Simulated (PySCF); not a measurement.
Species: C3H7NO2Si.
Atom-mapped SMILES: `[CH3:1][O:2][SiH2:3][O:4][CH2:5][C:6]#[N:7]` (hydrogens: H8, H9, H10 on C1; H11, H12 on Si3; H13, H14 on C5)

The closed-shell SCF was solved with PySCF and density fitting under several settings on one GFN2-xTB geometry (grid level 2 and gas phase unless stated).

```tsv
settings	basis functions	SCF cycles	E (Eh)	HOMO (eV)	LUMO (eV)	dipole (D)
BHandHLYP/def2-SVPD, IEF-PCM water, start guess huckel	206	12	-612.7695	-9.72	0.80	6.91
KT2/pcSseg-1	161	16	-620.8275	-7.06	-1.22	5.04
```

Problem. Estimate the row for these settings: PBE0/pcSseg-1, IEF-PCM chloroform, level shift 0.2 Eh.

Solution. 
| settings | basis functions | SCF cycles | E (Eh) | HOMO (eV) | LUMO (eV) | dipole (D) |
| --- | --- | --- | --- | --- | --- | --- |
| PBE0/pcSseg-1, IEF-PCM chloroform, level shift 0.2 Eh | 161 | 11 | -612.7198 | -8.28 | 0.00 | 6.25 |

Problem. Over all rows, what range does the HOMO–LUMO gap span?

Solution. From 5.84 eV (KT2/pcSseg-1) to 10.52 eV (BHandHLYP/def2-SVPD, IEF-PCM water, start guess huckel). The functional of the narrowest has no exact exchange, that of the widest 50 % exact exchange.

Problem. And the dipole moment?

Solution. From 5.04 D (KT2/pcSseg-1) to 6.91 D (BHandHLYP/def2-SVPD, IEF-PCM water, start guess huckel); the largest is 1.37 times the smallest, and the median is 6.25 D.

Whole jobs, the steps after the SCF included, on AMD EPYC 9R45, one thread, no GPU (shared host):

```
                                              settings                                                 work after the SCF  wall time  peak memory
BHandHLYP/def2-SVPD, IEF-PCM water, start guess huckel  3 singlets by full TDDFT, 5 Tamm–Dancoff triplets, polarisability       19 s     0.90 GiB
                                          KT2/pcSseg-1                            shieldings, charges and field gradients       16 s     0.66 GiB
 PBE0/pcSseg-1, IEF-PCM chloroform, level shift 0.2 Eh                                                         shieldings      9.7 s     0.85 GiB
```

Cycle counts include a coarse-grid stage where the run had one. KT2 was designed for NMR shieldings or shifts; total energies of different functionals aren't comparable. One conformer (not necessarily the lowest) at the GFN2-xTB geometry, without vibrations or thermal averaging.

The values belong to the conformer `[CH3:1][O:2][SiH2:3][O:4][CH2:5][C:6]#[N:7]`: C1–O2–Si3–O4 180°, O2–Si3–O4–C5 -179°, Si3–O4–C5–C6 -171°.
